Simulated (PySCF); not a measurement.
## How the method changes the constants of ScN

State: ¹Σ⁺ (singlet), closed shell. Set-up: PySCF, no relativity, basis sets Sc def2-TZVPP, N def2-TZVPP. De refers to Sc (3d1 4s2) + N in their high-spin ground configurations, without counterpoise correction. A positive dipole means Sc(−)N(+). Levels whose curve was spin-contaminated or gave no clean fit are not listed.

| Level | Re (Å) | ωe (cm⁻¹) | De (eV) | μ (D) |
| --- | --- | --- | --- | --- |
| RHF | 1.607 | 1036 | n/a | -9.12 |
| RHF-CCSD | 1.670 | 891 | 2.74 | n/a |
| PBE | 1.668 | 928 | 5.25 | -6.52 |
| r²SCAN | 1.655 | 970 | 4.48 | -6.89 |
| TPSSh | 1.660 | 952 | 4.43 | -6.89 |
| B3LYP | 1.653 | 952 | 4.13 | -7.17 |
| PBE0 | 1.635 | 988 | 4.08 | -7.37 |
| M06 | 1.642 | 967 | 4.23 | -7.07 |
| M06-2X | 1.627 | 1005 | 3.24 | -8.02 |
| CAM-B3LYP | 1.625 | 1010 | 3.85 | -7.87 |

Question: What does a quarter of exact exchange do here, going from PBE to PBE0?

Answer: PBE0 less PBE: -3.3 pm in Re, +6.5 % in ωe, -1.17 eV in De. Exact exchange removes part of the self-interaction that spreads semilocal densities, and in most molecules shortens and stiffens the bond and lowers De; so it does here.

Question: What does the step from GGA to meta-GGA do here, going from PBE to r²SCAN?

Answer: r²SCAN less PBE: -1.3 pm in Re, +4.5 % in ωe, -0.77 eV in De. 

Correlated steps freeze 6 core orbitals. The metal atom is held in its measured ground configuration; semilocal functionals can put another filling of s and d lower by some tenths of an eV, and De to that atom would be smaller. Where the molecule has an RHF reference, its open-shell atoms are computed with UHF. The CCSD T1 diagnostic is raised, a sign that a single reference may not be enough here.
